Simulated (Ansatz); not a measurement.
The cluster NiO2, relaxed as a singlet with RKS r2SCAN-D4/def2-TZVP in Ansatz, starting from the GFN1-xTB geometry. Force threshold 0.02 eV/Å.

The structure holds 1 bond(s) between oxygen atoms. The restricted singlet is unstable towards broken spin symmetry at other levels; at r2SCAN-D4/def2-TZVP this wasn't settled. No other spin state of charge 0 was run. Another isomer (triplet) lies 0.48 eV lower at PBE0-D4/def2-TZVP; other spin states weren't run for this one.

Start:

```xyz
3

Ni    0.635   -0.573    0.560
O     0.206    0.512   -0.643
O    -0.841    0.061    0.082
```

```
step  energy (eV)  largest force component (eV/Å)  SCF passes
   1  -45133.1919                           3.450          31
   2  -45133.3467                           1.932          36
   3  -45133.4257                           0.468          35
   4  -45133.4295                           0.200          35
   5  -45133.4302                           0.003          36
```

Force components are those of the run's own axes.

End:

```xyz
3

Ni    0.6761   -0.6099    0.5965
O     0.1987    0.5365   -0.6700
O    -0.8749    0.0735    0.0735
```

By distances, no bond broke or formed. The bond that changes most is Ni1–O2, from 1.68 to 1.77 Å (atoms count from 1).

No frequencies were taken in this run, so the end may be a saddle point.

Hardware: 4 threads of INTEL XEON PLATINUM 8581C on a shared host. Wall time 4.1 s.
